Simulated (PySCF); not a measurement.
Match the calculated data to a structure.

All candidates are C6H14O.

| technique | computed result |
| --- | --- |
| Polarisability | 82.5 au [B3LYP/def2-SVPD] |
| 13C NMR | chemical shifts (computed TMS as zero) by class: 72.8 (1 C), 72.7 (1 C), 26.6 (1 C), 22.8 (2 C), 11.3 (1 C) ppm [GIAO PBE0/pcSseg-1] |
| NMR, other nuclei | isotropic shieldings of nuclei other than C and H, by class: 260 (1 O) ppm [GIAO PBE0/pcSseg-1] |
| Rotational structure | rotational constants A, B, C: 6.337, 1.108, 1.000 GHz [PBE0-D3(BJ)/def2-SVP] |
| UV, first state | lowest singlet excitation: 6.65 eV (186 nm, f = 0.009) [TDDFT B3LYP/def2-SVPD] |
| XPS | C1s 290.5 (×2), C1s 290.5, C1s 290.6, C1s 291.7, C1s 291.9, O1s 537.8 eV [ΔSCF SCAN, pcX-2 on the ionised atom, pcseg-1 elsewhere, spin-free X2C] |

Electronic properties: PySCF, gas phase, density fitting. Levels stand in brackets. One conformer (not necessarily the lowest) at the PBE0-D3(BJ)/def2-SVP geometry, without solvent, vibrations or thermal averaging. NMR classes are plain means over equivalent atoms (diastereotopic ones count apart unless rotation or inversion swaps them), as if these changed places fast.

Question: Which candidate is it?
A. `CCCOC(C)C`
B. `CCOC(C)(C)C`
C. `COCC(C)(C)C`
D. `CCCCCOC`

Answer: A. It is `CCCOC(C)C`. Numbering: `[CH3:1][CH2:2][CH2:3][O:4][CH:5]([CH3:6])[CH3:7]`. Its formula, C6H14O, gives 0 degrees of unsaturation, so no ring and no π bond. 6 carbons fall into 5 classes; from least to most shielded: sp3 carbon bound to oxygen [C5] (72.8 ppm), sp3 carbon bound to oxygen [C3] (72.7 ppm), chain CH2 carbon [C2] (26.6 ppm), methyl carbon [C6/C7] (22.8 ppm, 2 C, up to 5.4 ppm apart in this geometry), methyl carbon [C1] (11.3 ppm). The other shieldings belong to: 260 ppm, ether oxygen [O4]. The core levels belong to: C1s 290.5 eV, methyl carbon [C6/C7]; C1s 290.5 eV, chain CH2 carbon [C2]; C1s 290.6 eV, methyl carbon [C1]; C1s 291.7 eV, sp3 carbon bound to oxygen [C3]; C1s 291.9 eV, sp3 carbon bound to oxygen [C5]; O1s 537.8 eV, ether oxygen [O4]. One atom of each topological class was ionised and stands for its class. The optimised geometry has point group C1 and is an asymmetric top.

The others, at the same levels:
- `COCC(C)(C)C` fails: its computed core binding energies are C1s 290.1 (×3), C1s 290.5, C1s 291.7, C1s 292.1, O1s 538.2 eV, rotational constant A is 4.225 GHz (against 6.337 GHz) and smallest rotational constant is 1.534 GHz (against 1.000 GHz).
- `CCCCCOC` fails: its computed core binding energies are C1s 290.4, C1s 290.4, C1s 290.5, C1s 290.5, C1s 291.8, C1s 292.1, O1s 538.3 eV, rotational constant A is 13.666 GHz (against 6.337 GHz) and smallest rotational constant is 0.741 GHz (against 1.000 GHz).
- `CCOC(C)(C)C` fails: it has 4 carbon classes against 5; its computed 13C shifts are 70.7 (1 C), 57.1 (1 C), 28.4 (3 C), 18.1 (1 C) ppm, core binding energies are C1s 290.3 (×3), C1s 290.5, C1s 291.8, C1s 291.8, O1s 537.7 eV and rotational constant A is 4.107 GHz (against 6.337 GHz).

Each candidate is one conformer, not necessarily the lowest. The conformers computed, where there is a choice (atom-mapped SMILES and torsion angles):
- `[CH3:1][CH2:2][CH2:3][O:4][CH:5]([CH3:6])[CH3:7]`: C1–C2–C3–O4 179°, C2–C3–O4–C5 172°, C3–O4–C5–C6 73°
- `[CH3:1][O:2][CH2:3][C:4]([CH3:5])([CH3:6])[CH3:7]`: C1–O2–C3–C4 179°, O2–C3–C4–C5 -61°
- `[CH3:1][CH2:2][CH2:3][CH2:4][CH2:5][O:6][CH3:7]`: C1–C2–C3–C4 180°, C2–C3–C4–C5 180°, C3–C4–C5–O6 179°, C4–C5–O6–C7 180°
- `[CH3:1][CH2:2][O:3][C:4]([CH3:5])([CH3:6])[CH3:7]`: C1–C2–O3–C4 180°, C2–O3–C4–C5 180°
